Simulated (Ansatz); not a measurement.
Coupled-cluster diagnostics for AsH2(SMe) (CH5AsS), Ansatz.

Geometry of the singlet (PBE0-D4/def2-TZVP):

```xyz
8

As   -0.273   -0.803    1.487
H    -0.237    0.159    2.670
H    -1.719   -1.182    1.775
S    -0.747    0.721   -0.075
C     0.554    0.321   -1.269
H     1.546    0.497   -0.855
H     0.403    0.995   -2.114
H     0.472   -0.707   -1.620
```

Correlated methods freeze 15 core orbitals; core or outer-core shells of As are correlated, in sets that lack core-valence functions.

**Question.** Estimate the CCSD(T) correlation energy, the shares of MP2 and (T), T1 and the reference's ⟨S²⟩ for: charge 0, singlet, own geometry in def2-TZVPP; and the rough time on 4 threads of Intel Xeon 6975P-C on a shared host.

**Answer.** 
| state | basis | correlation (eV) | MP2 share (%) | (T) share (%) | T1 | ⟨S²⟩ (pure) | wall time |
| --- | --- | --- | --- | --- | --- | --- | --- |
| charge 0, singlet, own geometry | def2-TZVPP | -18.915 | 90.6 | 4.0 | 0.011 | 0.00 (0.00) | 12 s |
Customary marks for T1 are 0.02 (closed shells), 0.045 (open shells) and about 0.05 (3d metals). T1 stays under 0.02 throughout.
